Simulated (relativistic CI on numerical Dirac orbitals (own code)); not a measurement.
## Rh7+: 3p photoemission

Computed with this model: Dirac-Coulomb-Breit CI, KLI orbitals optimised for each configuration, QED by a radiative potential, valence Slater integrals scaled by 0.8, multiplet model of photoemission in the sudden approximation; configurations [Kr] 4d2 → [Ne] 3s2 3p5 3d10 4s2 4p6 4d2; 300 K; Lorentzian 2.8 eV and Gaussian 0.6 eV FWHM. Energies are those of the free ion, without screening or charge transfer. The energies are binding energies and can lie tens of eV above those of solids. S is read from ⟨S²⟩ = S(S + 1).

free ion: ground-state S = 0.98, centroid 639.66 eV. Peaks (eV, height): 631.0 (100), 656.6 (52).

Strongest unbroadened transitions for free ion:

```tsv
Energy (eV)	Relative strength
630.47	24.2
630.62	38.2
630.98	38.3
631.16	100.0
631.52	29.9
631.58	1.6
631.86	8.2
632.34	4.2
632.73	2.1
632.93	1.4
633.35	0.6
633.37	1.9
633.97	0.5
634.01	2.2
656.40	74.5
656.96	49.9
657.16	1.5
658.54	0.9
```
